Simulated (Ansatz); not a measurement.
Program: Ansatz. Geometries: PBE0-D4/def2-TZVP. ΔE: electronic, gas phase. CBS: MP2 limit from def2 TZ/QZ plus the TZ coupled-cluster correction, frozen cores. DFT in def2-TZVPP. For Ga, Ge outer-core shells are correlated without core-valence functions, which leaves a few kJ/mol of doubt a bond. Scalar relativity is left out up to krypton. Each species was taken in one conformer, which may not be the lowest.

Consider the cleavage of the Si–Ga bond: `[OH][Ga]([SH])[SiH2]F` + `[OH][GeH3]` → `F[SiH2][O][GeH3]` + `[OH][GaH][SH]`.

CCSD(T)/CBS gives -1.30 eV.

Another level gave -1.02 eV. Which?
A. revPBE-D4/def2-TZVPP
B. r2SCAN-D4/def2-TZVPP
C. CCSD(T)/def2-TZVPP
D. BHLYP/def2-TZVPP

A. revPBE-D4 -1.02, r2SCAN-D4 -1.25, CCSD(T)/def2-TZVPP -1.32, BHLYP -1.39 eV.

Largest T1 diagnostic among the species: 0.014.

In def2-TZVPP, CCSD(T) changes the Hartree–Fock value by +0.23 eV (the triples alone add +0.03 eV) and MP2 by +0.18 eV. Leaving LDA and LC-ωPBE aside and taking each functional with its dispersion term where it has one, the values, not all of them listed here, spread over 0.35 eV, from BHLYP-D4 to PBE-D4. LDA lies −0.11 eV from PBE without D4.
